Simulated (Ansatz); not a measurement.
Several settings on one geometry of [Er(H2O)6]3+ (ErO6H12³⁺) (that of the charge 3 quartet, PBE-D4/def2-SVP). Ansatz on 4 threads of Intel Xeon on a shared host; times are rough.

```csv
atom,x (Å),y (Å),z (Å)
Er1,-0.001,-0.002,0.001
O2,0.169,0.186,2.293
H3,0.154,1.009,2.838
H4,0.275,-0.538,2.956
O5,-0.162,-0.189,-2.292
H6,-0.266,0.535,-2.955
H7,-0.143,-1.011,-2.837
O8,2.291,0.169,-0.179
H9,2.951,0.279,0.547
H10,2.839,0.149,-1.000
O11,-2.295,-0.163,0.179
H12,-2.843,-0.143,1.000
H13,-2.955,-0.268,-0.547
O14,-0.182,2.290,-0.174
H15,-1.004,2.837,-0.162
H16,0.543,2.951,-0.279
O17,0.178,-2.294,0.173
H18,-0.549,-2.954,0.279
H19,0.998,-2.843,0.157
```

Totals from different functionals, basis sets or treatments of relativity can't be compared as stabilities.

In the def2 sets Er takes a core potential; there is no spin–orbit coupling. B3LYP takes the VWN-RPA correlation. HSE06 is defined as in plane-wave codes, on full-range PBE exchange. With an open 4f shell the SCF may have ended on a state above the lowest.

Q: Give the basis size and estimate the energy, ⟨S²⟩ and time of these runs.

```json
{"run": "1", "method": "UKS BLYP-D3(BJ)/def2-mTZVP", "charge": "3", "state": "quartet", "further keys": "forces asked"}
{"run": "2", "method": "UKS B3LYP-D3(BJ)-ATM/def2-SVP", "charge": "3", "state": "quartet", "further keys": "point_charges: [{charge: 2.00, position_ang: [6.579, -0.044, 0.750]}]; scf: {omitted_lower_state_checks: [starts]}; forces asked"}
{"run": "3", "method": "UKS HSE06-D4/def2-SVP", "charge": "3", "state": "quartet", "further keys": "nuclear_model: gaussian; scf: {lower_state_search: off}; forces asked"}
```

A: 
```
run  functions  energy (Eh)  ⟨S²⟩  wall time
  1        251   -1473.2863  3.75      3 min
  2        224   -1472.4301  3.75    4.5 min
  3        224   -1472.2698  3.75    1.8 min
```
